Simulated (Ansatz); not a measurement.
Ba2Te. Charge 0, multiplicity 1. Geometry r2SCAN-D4/def2-TZVP.

Cartesian coordinates in Å:
```
Ba 0.103 2.168 0.156
Ba -1.223 -1.469 -1.038
Te 1.120 -0.698 0.882
```

In the def2 sets Ba, Te take a core potential; there is no spin–orbit coupling. B3LYP takes the VWN-RPA correlation. At HF/def2-TZVP the restricted singlet is unstable: a solution with broken spin symmetry lies lower. The geometry of the singlet was relaxed on an unsound state (restricted singlet, unstable towards broken spin symmetry). The structure comes from a short search, and lower isomers may exist.

Q: Estimate the orbital energies around the gap (eV) in Ansatz with HF/def2-TZVP, PBE-D4/def2-SVP, PBE-D4/def2-TZVPD, B3LYP-D4/def2-TZVP, PBE0-D4/def2-SVP.

A: 
```
orbital  HF/def2-TZVP  PBE-D4/def2-SVP  PBE-D4/def2-TZVPD  B3LYP-D4/def2-TZVP  PBE0-D4/def2-SVP
 HOMO−5        -23.97           -18.16             -18.05              -19.45            -19.84
 HOMO−4        -18.01           -12.65             -12.62              -13.85            -14.17
 HOMO−3         -7.17            -4.54              -4.51               -5.08             -5.33
 HOMO−2         -7.15            -4.53              -4.51               -5.07             -5.32
 HOMO−1         -6.69            -4.23              -4.22               -4.77             -4.99
   HOMO         -3.96            -2.91              -2.90               -3.27             -3.30
   LUMO         -0.41            -2.01              -2.04               -1.85             -1.63
 LUMO+1          0.40            -1.80              -1.76               -1.26             -1.14
 LUMO+2          0.44            -1.70              -1.66               -1.17             -1.03
 LUMO+3          0.77            -1.51              -1.49               -1.07             -0.90
 LUMO+4          0.77            -1.17              -1.21               -0.91             -0.68
 LUMO+5          0.90            -1.13              -1.17               -0.87             -0.67
```
